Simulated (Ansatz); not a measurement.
# What each rung costs, and what it gives

Saddle point of SnH5SF, singlet (SnH₃F ([F][SnH3]) + H₂S → SnH₄S ([SH][SnH3]) + HF; bonds formed: Sn1–S7, F2–H6; bonds broken: Sn1–F2, H6–S7), PBE0-D4/def2-TZVP structure:

| atom | x (Å) | y (Å) | z (Å) |
| --- | --- | --- | --- |
| Sn1 | -0.8191 | -0.4904 | -0.1899 |
| F2 | 0.9138 | -0.8472 | 1.0956 |
| H3 | -0.5849 | -1.1858 | -1.7226 |
| H4 | -1.5108 | -1.6329 | 0.8803 |
| H5 | -1.7629 | 0.9287 | -0.1010 |
| H6 | 1.4403 | 0.0159 | 0.5006 |
| S7 | 1.3688 | 1.1229 | -0.6496 |
| H8 | 0.9547 | 2.0887 | 0.1865 |

Barriers are electronic and count from the start structure reached by relaxing down the imaginary mode.

Ansatz 0.2.0; basis: as named in each row; cores frozen in the correlated methods. Filled d shells of the heavier atoms are correlated. Core potentials replace the inner electrons of the atoms past krypton. The def2 sets are not built for correlating such inner shells, so the correlated values are less sure here. B3LYP uses VWN-RPA correlation. Extrapolation: Hartree–Fock as exp(−7.88 √X), correlation as X^−2.97.

Times are rough, for one single point on 4 threads of a shared host (Arm Neoverse V2).

The estimate by CCSD(T) at an estimated basis limit (MP2 extrapolated from triple and quadruple zeta, plus CCSD(T) − MP2 in triple zeta) is 20.15 kcal/mol.

```json
{"method": "SPW92", "basis": "def2-SVP", "time (s)": "under 1", "barrier (kcal/mol)": "1.87", "method less estimate": "-18.28"}
{"method": "PBE-D4", "basis": "def2-SVP", "time (s)": "under 1", "barrier (kcal/mol)": "8.93", "method less estimate": "-11.21"}
{"method": "SPW92", "basis": "def2-TZVPP", "time (s)": "under 1", "barrier (kcal/mol)": "5.88", "method less estimate": "-14.27"}
{"method": "PBE0-D4", "basis": "def2-SVP", "time (s)": "1", "barrier (kcal/mol)": "12.90", "method less estimate": "-7.25"}
{"method": "PBE-D4", "basis": "def2-TZVPP", "time (s)": "2", "barrier (kcal/mol)": "12.29", "method less estimate": "-7.86"}
{"method": "BLYP-D4", "basis": "def2-TZVPP", "time (s)": "2", "barrier (kcal/mol)": "16.42", "method less estimate": "-3.73"}
{"method": "BHLYP-D4", "basis": "def2-TZVPP", "time (s)": "2", "barrier (kcal/mol)": "23.43", "method less estimate": "3.28"}
{"method": "B3LYP-D4", "basis": "def2-TZVPP", "time (s)": "2", "barrier (kcal/mol)": "19.09", "method less estimate": "-1.06"}
{"method": "PBE0-D4", "basis": "def2-TZVPP", "time (s)": "2", "barrier (kcal/mol)": "16.05", "method less estimate": "-4.10"}
{"method": "CAM-B3LYP-D4", "basis": "def2-TZVPP", "time (s)": "2", "barrier (kcal/mol)": "20.86", "method less estimate": "0.71"}
{"method": "CCSD(T)", "basis": "def2-SVP", "time (s)": "3", "barrier (kcal/mol)": "21.77", "method less estimate": "1.62"}
{"method": "r2SCAN-D4", "basis": "def2-TZVPP", "time (s)": "3", "barrier (kcal/mol)": "15.18", "method less estimate": "-4.96"}
{"method": "r2SCAN0-D4", "basis": "def2-TZVPP", "time (s)": "4", "barrier (kcal/mol)": "17.78", "method less estimate": "-2.36"}
{"method": "RPA on PBE", "basis": "def2-TZVPP", "time (s)": "4", "barrier (kcal/mol)": "21.67", "method less estimate": "1.52"}
{"method": "wB97M-V", "basis": "def2-SVP", "time (s)": "4", "barrier (kcal/mol)": "16.18", "method less estimate": "-3.97"}
{"method": "B2PLYP", "basis": "def2-TZVPP", "time (s)": "4", "barrier (kcal/mol)": "20.45", "method less estimate": "0.30"}
{"method": "PBE-QIDH", "basis": "def2-TZVPP", "time (s)": "4", "barrier (kcal/mol)": "18.95", "method less estimate": "-1.19"}
{"method": "wB97X-V", "basis": "def2-TZVPP", "time (s)": "6", "barrier (kcal/mol)": "21.01", "method less estimate": "0.86"}
{"method": "B97M-V", "basis": "def2-TZVPP", "time (s)": "6", "barrier (kcal/mol)": "19.78", "method less estimate": "-0.37"}
{"method": "wB97M-V", "basis": "def2-TZVPP", "time (s)": "6", "barrier (kcal/mol)": "19.77", "method less estimate": "-0.38"}
{"method": "MP2", "basis": "def2-QZVPP", "time (s)": "12", "barrier (kcal/mol)": "18.88", "method less estimate": "-1.26"}
{"method": "CCSD(T)", "basis": "def2-TZVPP", "time (s)": "66", "barrier (kcal/mol)": "21.50", "method less estimate": "1.35"}
```

All methods are single points on the PBE0-D4 structures.

The T1 diagnostic stays at or below 0.014.

Exchanges of this kind with a chalcogen hydride build sulfide and selenide films.

Labels in which every atom is bracketed show which atoms are joined, not bond orders.
